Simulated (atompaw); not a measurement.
# What one change does to a pseudopotential (lanthanum, PAW (atompaw))

* Element: La (Z = 57)
* Generator: atompaw 4.2.0.5
* Type: PAW
* Functional: LDA (PW92)
* Relativity: scalar-relativistic
* Frozen core: [Xe]
* Valence charge: 3
* Reference configuration: 4f0 5d1 6s0 6p0 (charge +2)
* Partial waves: 6s (bound, empty): rc 3.00 bohr; 6s channel at 1.65 Ry: rc 3.00 bohr; 6p (bound, empty): rc 3.00 bohr; 6p channel at -0.2 Ry: rc 3.00 bohr; 5d (bound): rc 3.00 bohr; 5d channel at 3.35 Ry: rc 3.00 bohr; 4f (bound, empty): rc 1.10 bohr; 4f channel at 1.35 Ry: rc 1.10 bohr
* Local potential: ultrasoft scheme with l = 4 at 0 Ry, radius 2.45 bohr
* Core correction: smooth core density matched at 2.40 bohr
* Augmentation charge: besselshape compensation charge, radius 2.65 bohr; PAW radius 3.00 bohr; waves and projectors: custom polynom2 7 10 vanderbiltortho

Change: local potential bessel scheme, radius 2.45 bohr.

Cutoffs: the cutoffs (Ry, on a coarse ladder) from which the occupation-weighted sum of valence levels, in a spherical-Bessel basis at the reference potential, stays within 10 and 1 mRy of its value at 400 Ry; they do not see the model core or the augmentation charge, which bear on the density cutoff.

**Question.** What does the change do?

**Answer.** The potential gets neither clearly harder nor softer (10 Ry and 25 Ry → 10 Ry and 25 Ry); both files keep a bound ghost (p, s); the range in which the s phases agree narrows (upper end 3.0 → -0.8); the range in which the p phases agree widens (upper end 3.4 → at the end of the scan).

```tsv
quantity	base	changed
cutoff, loose	10 Ry	10 Ry
cutoff, tight	25 Ry	25 Ry
bound ghosts	s, p	p, s
s: phases at 3.00 bohr within 0.05 rad from the reference energy up to (Ry; the scan ends near 5)	3.0	-0.8
p: phases at 3.00 bohr within 0.05 rad from the reference energy up to (Ry; the scan ends near 5)	3.4	to the end of the scan
d: phases at 3.00 bohr within 0.05 rad from the reference energy up to (Ry; the scan ends near 5)	1.5	1.0
f: phases at 3.00 bohr within 0.05 rad from the reference energy up to (Ry; the scan ends near 5)	4.2	4.1
lowest overlap eigenvalue by channel	s 0.26, p 0.70, d 0.81, f 0.96	s 0.29, p 0.70, d 0.81, f 0.99
```

Base: The cutoffs count occupied waves only; the empty 4f level needs over 300 Ry at the loose tolerance. Changed file: The cutoffs count occupied waves only; the empty 4f level needs over 300 Ry at the loose tolerance. A true bound ghost makes a file unfit for plane-wave use even where its test errors are small: the radial tests pick states by their node count and pass the ghost by. The cutoffs see the waves, projectors and local potential, not the compensation charge or the core.
